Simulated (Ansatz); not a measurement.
Computed with Ansatz on PBE0-D4/def2-TZVP structures; ΔE is electronic, products minus reactants. CBS: MP2 limit from def2 TZ/QZ plus the TZ coupled-cluster correction, frozen cores. This one scheme is used for every species. Each species was taken in one conformer, which may not be the lowest.

`[AlH2][NH][SiH3]` + `F[SiH2]N([SiH3])[SiH3]` → `F[SiH2][AlH][NH][SiH3]` + `[SiH3]N[SiH3]`  (redistribution)

| species | CCSD(T)/CBS(def2) energy (Eh) |
| --- | --- |
| `[AlH2][NH][SiH3]` | -589.44550 |
| `F[SiH2]N([SiH3])[SiH3]` | -1026.67748 |
| `F[SiH2][AlH][NH][SiH3]` | -978.98355 |
| `[SiH3]N[SiH3]` | -637.10515 |

(1) Work out ΔE.

Largest T1 diagnostic among the species: 0.012.

Results:

(1) ΔE = (-978.98355) + (-637.10515) − (-589.44550) − (-1026.67748) = 0.03428 Eh = +21.5 kcal/mol.

From PBE to PBE0 (25 % exact exchange), in def2-TZVPP and without D4, ΔE moves by +1.8 kcal/mol. The D4 term adds +1.8 kcal/mol with B3LYP and +0.9 kcal/mol with PBE0; it sums over pairs of atoms, weighted by their polarisabilities, and B3LYP, whose exchange is more repulsive, gets the larger term.

B3LYP here is the variant with VWN-RPA as its local correlation; programs differ in this.
